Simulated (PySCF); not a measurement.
Compound: C4H8F2SSi.
Atom-mapped SMILES: `[CH3:1][Si@@:2]1([F:3])[CH2:4][C@@H:5]([F:6])[CH2:7][S:8]1` (hydrogens: H9, H10, H11 on C1; H12, H13 on C4; H14 on C5; H15, H16 on C7)

Cartesian coordinates in Å at the GFN2-xTB level; atoms count from 1:
```
atom  x, y, z in Å
C1     2.5155    0.6522   -0.0096
Si2    0.9786   -0.3774   -0.3800
F3     1.4682   -1.8682   -0.7876
C4    -0.3416   -0.5408    0.9723
C5    -1.6849   -0.5254    0.2573
F6    -2.7068   -0.3012    1.1600
C7    -1.7200    0.5770   -0.7926
S8    -0.3062    0.3833   -1.9283
H9     2.2729    1.6685    0.2831
H10    3.1485    0.7029   -0.8900
H11    3.0947    0.1987    0.7881
H12   -0.2340   -1.4506    1.5592
H13   -0.3131    0.3002    1.6656
H14   -1.8958   -1.4970   -0.2059
H15   -1.6547    1.5545   -0.3137
H16   -2.6289    0.5321   -1.3892
```

Method: PySCF, TDDFT CAM-B3LYP/def2-SVPD, vertical, gas phase, core orbitals frozen in the response.

Ground-to-excited transition dipoles (e·a0, same axes as the geometry; the sign carries no meaning), for the states with f of 0.002 or more among the lowest 8:

```tsv
state	E (eV)	μx	μy	μz
S2	6.626	-0.268	-0.463	-0.095
S3	7.145	-0.188	-0.023	-0.206
S4	7.365	-0.138	-0.018	0.249
S5	7.447	-0.115	0.064	-0.362
S6	7.673	-0.050	-0.114	-0.214
S7	7.778	0.257	-0.223	0.074
S8	8.094	0.237	-0.242	0.651
```

Question: Work out the oscillator strengths.

Answer: f = (2/3) ΔE |μ|² with ΔE in hartree (27.2114 eV).

| state | \|μ\|² (au) | \|μ\| (D) | f |
| --- | --- | --- | --- |
| S2 | 0.295 | 1.38 | 0.048 |
| S3 | 0.078 | 0.71 | 0.014 |
| S4 | 0.081 | 0.72 | 0.015 |
| S5 | 0.149 | 0.98 | 0.027 |
| S6 | 0.062 | 0.63 | 0.012 |
| S7 | 0.121 | 0.89 | 0.023 |
| S8 | 0.538 | 1.87 | 0.107 |

Question: Which bond between heavy atoms lies closest to the direction of the S8 transition dipole?

Answer: Si2–S8, at 19° from it; next C5–C7 at 31°.

Question: What angle do the transition dipoles of S2 and S4 make?

Answer: |cos θ| = |μa·μb| / (|μa| |μb|) = 0.14, so θ ≈ 82° (taken between 0 and 90°, since the signs are arbitrary).

Question: What peak molar absorption coefficient would the strongest computed level give as a lone Gaussian band 0.3 eV wide at half height?

Answer: ε(max) = 2.175×10⁸ f / FWHM, with the width in cm⁻¹. S8: 2.175×10⁸ × 0.1068 / 2420 ≈ 9600 L mol⁻¹ cm⁻¹.

Hardware: an Arm Neoverse N1 with one thread, no GPU, shared host. Cost: 1.9 min of wall time, 1.1 GiB resident at most.

One conformer stands for the species.

Without π bonds the low states may be Rydberg-like; a valence basis with one diffuse set may place them up to an eV too high.
